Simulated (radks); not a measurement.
Spherical jellium clusters: N electrons in a uniform positive sphere of charge N and radius rs N^(1/3), rs = 3.29 bohr. Calculated with a radial shooting solver with Libxc functionals: non-relativistic Kohn-Sham, LDA (Slater exchange, Perdew-Wang correlation), spin-polarised, spherical densities. Levels are named by radial order and angular momentum (1s, 1p, 1d, 2s, ...), and open shells are averaged over m.

N = 2, configuration 1s2. This is the lowest configuration that the search found. Occupied and some empty levels:

level  occupation  eigenvalue (eV)  <r> (bohr)
1s              2          -3.7135       3.586
1p              0          -1.1247       5.630
2s              0         -0.13488       11.72

Energy (eV): total -3.17149, kinetic 4.0338, external -29.204, Hartree 13.749, exchange-correlation -7.5059, background 15.755. Static polarisability (adiabatic kernel): 129.8 bohr^3, against R^3 = 71.22 for a classical metal sphere.
